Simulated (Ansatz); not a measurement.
Reaction (hydrogenolysis of the In–S bond): `[NH2][In]([NH2])[SH]` + H₂ → `[NH2][InH][NH2]` + H₂S

Gas-phase electronic energies from Ansatz, PBE0-D4/def2-TZVP geometries. CCSD(T)/CBS is the MP2 limit (def2-TZVPP, def2-QZVPP) plus CCSD(T) − MP2 in def2-TZVPP, frozen cores. This one scheme is used for every species. DFT in def2-TZVPP. Elements past krypton have def2 core potentials. For In outer-core shells are correlated without core-valence functions, which leaves a few kJ/mol of doubt a bond. Each species was taken in one conformer, which may not be the lowest.

Q: Is it downhill or uphill in electronic energy at CCSD(T)/CBS, and by how much? (Estimate.)

A: The calculation gave: Uphill: ΔE = +70.3 kJ/mol.

Q: What do these levels give: BLYP-D4, r2SCAN-D4, PBE0-D4, CAM-B3LYP, SCS-MP2/def2-TZVPP, HF/def2-QZVPP? (An estimate is asked.)

A: Ansatz gave: BLYP-D4 67.4, r2SCAN-D4 69.6, PBE0-D4 66.0, CAM-B3LYP 52.7, SCS-MP2/def2-TZVPP 68.4, HF/def2-QZVPP 50.8 kJ/mol.

Largest T1 diagnostic among the species: 0.015.

Leaving LDA and LC-ωPBE aside and taking each functional with its dispersion term where it has one, the values, not all of them listed here, spread over 13.3 kJ/mol, from CAM-B3LYP-D4 to revPBE-D4. LDA lies −7.2 kJ/mol from PBE without D4. The D4 term adds +7.1 kJ/mol with B3LYP and +4.1 kJ/mol with PBE0; it sums over pairs of atoms, weighted by their polarisabilities, and B3LYP, whose exchange is more repulsive, gets the larger term.

B3LYP here is the variant with VWN-RPA as its local correlation; programs differ in this.
